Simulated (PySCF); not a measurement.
Fill in the blanks.

C₅H₇AlFN.
SMILES: `FC1=C[N+]([AlH3-])=CC=C1`

```json
{"property": "rotational constants A, B, C", "level": "PBE0-D3(BJ)/def2-SVP", "value": "?"}
{"property": "dipole moment", "level": "B3LYP/def2-SVPD", "value": "6.52 D"}
{"property": "HOMO energy", "level": "B3LYP/def2-SVPD", "value": "?"}
{"property": "LUMO energy", "level": "B3LYP/def2-SVPD", "value": "-2.62 eV"}
{"property": "lowest singlet excitation", "level": "TDDFT B3LYP/def2-SVPD", "value": "?"}
{"property": "strongest line among the 10 lowest singlet transitions", "level": "TDDFT B3LYP/def2-SVPD", "value": "S5 at 5.30 eV (234 nm, f = 0.062)"}
{"property": "lowest triplet excitation (Tamm–Dancoff)", "level": "TDA B3LYP/def2-SVPD", "value": "3.52 eV"}
{"property": "static isotropic polarisability", "level": "B3LYP/def2-SVPD", "value": "98.4 au"}
{"property": "vertical ionisation energy", "level": "ΔSCF B3LYP/def2-SVPD", "value": "9.33 eV"}
{"property": "vertical electron affinity", "level": "ΔSCF B3LYP/def2-SVPD", "value": "0.63 eV"}
{"property": "electronic spatial extent ⟨r²⟩ about the centre of nuclear charge", "level": "B3LYP/def2-SVPD", "value": "1297 bohr²"}
{"property": "13C chemical shifts (computed TMS as zero) by class", "level": "GIAO HF/pcSseg-1", "value": "162.2 (1 C), 156.5 (1 C), 150.7 (1 C), 139.8 (1 C), 128.9 (1 C) ppm"}
{"property": "1H chemical shifts (computed TMS as zero) by class", "level": "GIAO HF/pcSseg-1", "value": "?"}
{"property": "isotropic shieldings of nuclei other than C and H, by class", "level": "GIAO HF/pcSseg-1", "value": "-34 (1 N), 358 (1 F), 459 (1 Al) ppm"}
```

Gas-phase values; electronic properties from PySCF, density fitting. Isolated species at its PBE0-D3(BJ)/def2-SVP geometry, gas phase.

(1) Give the HOMO energy.

(2) Give the rotational constants A, B, C.

(3) The 1H chemical shifts (computed TMS as zero) by class?

(4) The lowest singlet excitation?

Results:

(1) -7.03 eV.

(2) 3.304, 1.114, 0.844 GHz.

(3) 9.45 (1 H), 8.99 (1 H), 8.23 (1 H), 7.63 (1 H), 4.17 (3 H) ppm.

(4) 3.74 eV (331 nm, f = 0.047).

No computed singlet falls in the visible range (750 to 380 nm, 1.65 to 3.26 eV); S1 lies 0.48 eV above its blue end. The vertical singlet–triplet gap S1 − T1 is 0.22 eV (TDDFT singlet less Tamm–Dancoff triplet; S1: HOMO→LUMO, weight 0.99; T1: HOMO→LUMO, weight 0.93). The rotational constants make it an asymmetric top with κ = (2B − A − C)/(A − C) = -0.78, nearer the prolate limit (−1). With B = h/(8π²I), that is 505.379 GHz u Å² over I, the principal moments of inertia are 152.9, 453.5 and 599.0 u Å² (most abundant isotopes). In wavenumbers S1 is 30200 cm⁻¹ (1 eV = 8065.54 cm⁻¹). In atomic units the dipole is 2.56 e·bohr (1 au = 2.5417 D).
